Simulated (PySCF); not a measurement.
PySCF job for C₅H₃F, SMILES C#CC(F)=C=C, TDA-PBE/def2-SVPD. Geometry: B3LYP-D3(BJ)/def2-SVP. The structure was generated by enumeration, and PubChem lists no compound with its InChIKey, so it may never have been made.

```python
import numpy as np
from pyscf import gto, scf, dft, tdscf

mol = gto.M(
    atom='''
    C     0.96467811   -2.31973983    0.00000000
    C     0.35430708   -1.27098048   -0.00000000
    C    -0.36225771   -0.03948843    0.00000000
    F    -1.70980799   -0.15853885   -0.00000000
    C     0.20708738    1.15084237    0.00000000
    C     0.79784171    2.31577594   -0.00000000
    H     1.50520626   -3.24769306   -0.00000000
    H     1.05656315    2.82804263   -0.93547536
    H     1.05656315    2.82804263    0.93547537
    ''',
    basis='def2-SVPD',
    charge=0,
    spin=0,
    symmetry=True,
    max_memory=1600,
    verbose=4,
)
mf = dft.RKS(mol, xc='pbe').density_fit(auxbasis='def2-universal-jkfit')
mf.grids.level = 3
mf.conv_tol = 1e-9
mf.max_cycle = 100
mf.kernel()
mf.grids = dft.Grids(mol).set(level=1).build(with_non0tab=True)  # coarser grid for the response kernel
td = tdscf.TDA(mf)
td.singlet = True
td.nstates = 10
td.conv_tol = 1e-4
td.positive_eig_threshold = 1e-6
td.kernel(x0=td.get_init_guess(mf, 15))
td.analyze()
tt = tdscf.TDA(mf)
tt.singlet = False
tt.nstates = 4
tt.conv_tol = 1e-4
tt.positive_eig_threshold = 1e-6
tt.kernel(x0=tt.get_init_guess(mf, 9))
tt.analyze(verbose=3)
```

It prints:

```
PySCF version 2.14.0

[INPUT] verbose = 4
[INPUT] num. atoms = 9
[INPUT] num. electrons = 42
[INPUT] charge = 0
[INPUT] spin (= nelec alpha-beta = 2S) = 0
[INPUT] symmetry True subgroup None
[INPUT] Mole.unit = angstrom
[INPUT] Symbol           X                Y                Z      unit          X                Y                Z       unit  Magmom
[INPUT]  1 C      0.964678110000  -2.319739830000   0.000000000000 AA    1.822977426263  -4.383672958945   0.000000000000 Bohr   0.0
[INPUT]  2 C      0.354307080000  -1.270980480000   0.000000000000 AA    0.669543345194  -2.401805016868   0.000000000000 Bohr   0.0
[INPUT]  3 C     -0.362257710000  -0.039488430000   0.000000000000 AA   -0.684567858412  -0.074622317789   0.000000000000 Bohr   0.0
[INPUT]  4 F     -1.709807990000  -0.158538850000   0.000000000000 AA   -3.231068826693  -0.299595006604   0.000000000000 Bohr   0.0
[INPUT]  5 C      0.207087380000   1.150842370000   0.000000000000 AA    0.391338432054   2.174776891845   0.000000000000 Bohr   0.0
[INPUT]  6 C      0.797841710000   2.315775940000   0.000000000000 AA    1.507702322655   4.376182292457   0.000000000000 Bohr   0.0
[INPUT]  7 H      1.505206260000  -3.247693060000   0.000000000000 AA    2.844427592381  -6.137250420051   0.000000000000 Bohr   0.0
[INPUT]  8 H      1.056563150000   2.828042630000  -0.935475360000 AA    1.996614986808   5.344226039295  -1.767792226679 Bohr   0.0
[INPUT]  9 H      1.056563150000   2.828042630000   0.935475370000 AA    1.996614986808   5.344226039295   1.767792245576 Bohr   0.0

nuclear repulsion = 180.883528540977
point group symmetry = Cs
symmetry origin: [ 3.14954348e-09 -1.34980425e-09  4.49934793e-10]
symmetry axis x: [1.00000000e+00 1.58831036e-09 2.62435698e-10]
symmetry axis y: [ 1.58831036e-09 -1.00000000e+00 -2.63978569e-10]
symmetry axis z: [-2.62435698e-10 -2.63978534e-10  1.00000000e+00]
num. orbitals of irrep A' = 100
num. orbitals of irrep A" = 47
number of shells = 61
number of NR pGTOs = 213
number of NR cGTOs = 147
basis = def2-SVPD
ecp = {}


******** <class 'pyscf.df.df_jk.DFSymAdaptedRKS'> ********
method = DFSymAdaptedRKS
initial guess = minao
damping factor = 0
level_shift factor = 0
DIIS = <class 'pyscf.scf.diis.CDIIS'>
diis_start_cycle = 1
diis_space = 8
diis_damp = 0
SCF conv_tol = 1e-09
SCF conv_tol_grad = None
SCF max_cycles = 100
direct_scf = False
XC library pyscf.dft.libxc version 7.1.2
    S. Lehtola, C. Steigemann, M. J. T. Oliveira, and M. A. L. Marques,  SoftwareX 7, 1–5 (2018)
XC functionals = pbe
    J. P. Perdew, K. Burke, and M. Ernzerhof,  Phys. Rev. Lett. 77, 3865 (1996)
    J. P. Perdew, K. Burke, and M. Ernzerhof,  Phys. Rev. Lett. 78, 1396 (1997)
    J. P. Perdew, K. Burke, and M. Ernzerhof,  Phys. Rev. Lett. 77, 3865 (1996)
    J. P. Perdew, K. Burke, and M. Ernzerhof,  Phys. Rev. Lett. 78, 1396 (1997)
radial grids:
    Treutler-Ahlrichs [JCP 102, 346 (1995); DOI:10.1063/1.469408] (M4) radial grids

becke partition: Becke, JCP 88, 2547 (1988); DOI:10.1063/1.454033
pruning grids: <function nwchem_prune>
grids dens level: 3
symmetrized grids: True
atomic radii adjust function: <function treutler_atomic_radii_adjust>
small_rho_cutoff = 0
Freeze 0 electrons in irreps []
    42 free electrons in irreps A' A"
Set gradient conv threshold to 3.16228e-05
Initial guess from minao.
tot grids = 114280
init E= -292.138063769315
HOMO (A") = -0.27361051914594  LUMO (A') = -0.126353988164265  gap/eV = 4.00705
cycle= 1 E= -291.426377664668  delta_E= 0.712  |g|= 0.526  |ddm|= 9.78
HOMO (A") = -0.177524829356442  LUMO (A') = -0.0397598366700622  gap/eV = 3.74878
cycle= 2 E= -291.345040014998  delta_E= 0.0813  |g|= 0.83  |ddm|= 2.71
HOMO (A") = -0.210256884467251  LUMO (A') = -0.0732080390820777  gap/eV = 3.72929
cycle= 3 E= -291.478469119695  delta_E= -0.133  |g|= 0.205  |ddm|= 1.37
HOMO (A") = -0.22517690301196  LUMO (A') = -0.0826329823163579  gap/eV = 3.87882
cycle= 4 E= -291.486970815211  delta_E= -0.0085  |g|= 0.104  |ddm|= 0.423
HOMO (A") = -0.224615018683264  LUMO (A') = -0.0822644797613301  gap/eV = 3.87356
cycle= 5 E= -291.489525704113  delta_E= -0.00255  |g|= 0.0333  |ddm|= 0.149
HOMO (A") = -0.223114230208918  LUMO (A') = -0.0817880683849386  gap/eV = 3.84568
cycle= 6 E= -291.489792536753  delta_E= -0.000267  |g|= 0.0114  |ddm|= 0.0659
HOMO (A") = -0.222909468525406  LUMO (A') = -0.0810575897671999  gap/eV = 3.85999
cycle= 7 E= -291.489832704741  delta_E= -4.02e-05  |g|= 0.00435  |ddm|= 0.0257
HOMO (A") = -0.222923290340131  LUMO (A') = -0.0811385346240066  gap/eV = 3.85816
cycle= 8 E= -291.48983704339  delta_E= -4.34e-06  |g|= 0.00133  |ddm|= 0.00691
HOMO (A") = -0.222970959563159  LUMO (A') = -0.0812083835221937  gap/eV = 3.85756
cycle= 9 E= -291.489837435555  delta_E= -3.92e-07  |g|= 0.000177  |ddm|= 0.00214
HOMO (A") = -0.222982870624087  LUMO (A') = -0.0812136823123373  gap/eV = 3.85774
cycle= 10 E= -291.48983743693  delta_E= -1.37e-09  |g|= 0.00016  |ddm|= 0.000558
HOMO (A") = -0.222976188849037  LUMO (A') = -0.0812125030106747  gap/eV = 3.85759
cycle= 11 E= -291.48983744398  delta_E= -7.05e-09  |g|= 1.4e-05  |ddm|= 0.000228
HOMO (A") = -0.22297688942159  LUMO (A') = -0.0812126956711796  gap/eV = 3.85760
cycle= 12 E= -291.489837444027  delta_E= -4.74e-11  |g|= 7.2e-06  |ddm|= 4.42e-05
HOMO (A") = -0.222976031900291  LUMO (A') = -0.0812119948374104  gap/eV = 3.85760
Extra cycle  E= -291.489837443997  delta_E= 3.01e-11  |g|= 1.38e-05  |ddm|= 2.96e-05
converged SCF energy = -291.489837443997
tot grids = 38616
Overwritten attributes  positive_eig_threshold  of <class 'pyscf.tdscf.rks.TDA'>


******** <class 'pyscf.tdscf.rks.TDA'> for <class 'pyscf.df.df_jk.DFSymAdaptedRKS'> ********
nstates = 10 singlet
deg_eia_thresh = 1.000e-03
wfnsym = None
conv_tol = 0.0001
eigh lindep = 1e-12
eigh level_shift = 0
eigh max_cycle = 100


Excitation energies (eV)
[3.96105493 5.15603737 5.32120321 5.90963329 6.03575774 6.0721418
 6.19232236 6.1984096  6.64573565 6.85161578]

** Singlet excitation energies and oscillator strengths **
Excited State   1:   A"      3.96105 eV    313.01 nm  f=0.0001
      21 -> 22       -0.70629
Excited State   2:   A'      5.15604 eV    240.46 nm  f=0.0247
      18 -> 23       -0.12942
      19 -> 22        0.22728
      20 -> 22       -0.48619
      21 -> 23        0.42423
Excited State   3:   A"      5.32120 eV    233.00 nm  f=0.0000
      20 -> 23        0.70277
Excited State   4:   A"      5.90963 eV    209.80 nm  f=0.0002
      18 -> 22       -0.67440
      21 -> 24       -0.19989
Excited State   5:   A"      6.03576 eV    205.42 nm  f=0.0000
      18 -> 22       -0.14908
      19 -> 23       -0.60432
      21 -> 24        0.33272
Excited State   6:   A"      6.07214 eV    204.19 nm  f=0.0000
      18 -> 22       -0.13930
      19 -> 23        0.36043
      21 -> 24        0.58620
Excited State   7:   A"      6.19232 eV    200.22 nm  f=0.0035
      21 -> 25        0.70509
Excited State   8:   A'      6.19841 eV    200.03 nm  f=0.3161
      18 -> 23       -0.10444
      19 -> 22        0.44295
      20 -> 22       -0.15353
      20 -> 24        0.31663
      21 -> 23       -0.38388
Excited State   9:   A'      6.64574 eV    186.56 nm  f=0.0571
      18 -> 23        0.59920
      19 -> 24       -0.17188
      20 -> 22       -0.17191
      20 -> 24        0.15719
      21 -> 28       -0.21227
Excited State  10:   A"      6.85162 eV    180.96 nm  f=0.0024
      21 -> 26       -0.70626

** Transition electric dipole moments (AU) **
state          X           Y           Z        Dip. S.      Osc.
  1         0.0000     -0.0000      0.0300      0.0009      0.0001
  2         0.0950      0.4322     -0.0000      0.1958      0.0247
  3        -0.0000     -0.0000      0.0146      0.0002      0.0000
  4         0.0000      0.0000      0.0381      0.0015      0.0002
  5         0.0000      0.0000      0.0136      0.0002      0.0000
  6         0.0000      0.0000     -0.0041      0.0000      0.0000
  7         0.0000      0.0000     -0.1514      0.0229      0.0035
  8         0.1540     -1.4346      0.0000      2.0816      0.3161
  9         0.1674     -0.5680     -0.0000      0.3506      0.0571
 10         0.0000      0.0000      0.1206      0.0146      0.0024

** Transition velocity dipole moments (imaginary part, AU) **
state          X           Y           Z        Dip. S.      Osc.
  1         0.0000     -0.0000     -0.0197      0.0004      0.0018
  2        -0.0014      0.0185     -0.0000      0.0003      0.0012
  3         0.0000     -0.0000      0.0061      0.0000      0.0001
  4         0.0000     -0.0000     -0.0242      0.0006      0.0018
  5        -0.0000      0.0000     -0.0049      0.0000      0.0001
  6         0.0000     -0.0000      0.0124      0.0002      0.0005
  7        -0.0000     -0.0000     -0.0462      0.0021      0.0062
  8         0.0030     -0.1260      0.0000      0.0159      0.0465
  9        -0.0042     -0.0564     -0.0000      0.0032      0.0087
 10        -0.0000     -0.0000      0.0450      0.0020      0.0054

** Transition magnetic dipole moments (imaginary part, AU) **
state          X           Y           Z
  1         0.1269      0.8387      0.0000
  2         0.0000     -0.0000      0.0308
  3        -0.2428     -0.0268      0.0000
  4         0.0874      0.2718      0.0000
  5         0.2525      0.5064     -0.0000
  6         0.1875     -0.0356      0.0000
  7        -0.0397     -0.2938     -0.0000
  8         0.0000      0.0000     -0.1452
  9         0.0000     -0.0000     -0.2377
 10         0.7291      0.0991     -0.0000


******** <class 'pyscf.tdscf.rks.TDA'> for <class 'pyscf.df.df_jk.DFSymAdaptedRKS'> ********
nstates = 4 triplet
deg_eia_thresh = 1.000e-03
wfnsym = None
conv_tol = 0.0001
eigh lindep = 1e-12
eigh level_shift = 0
eigh max_cycle = 100


Excitation energies (eV)
[3.4646797  3.63003201 4.24179155 4.97163735]

** Triplet excitation energies and oscillator strengths **
Excited State   1:   A'      3.46468 eV    357.85 nm  f=0.0000
Excited State   2:   A"      3.63003 eV    341.55 nm  f=0.0000
Excited State   3:   A'      4.24179 eV    292.29 nm  f=0.0000
Excited State   4:   A"      4.97164 eV    249.38 nm  f=0.0000
```

Self-consistency was reached.
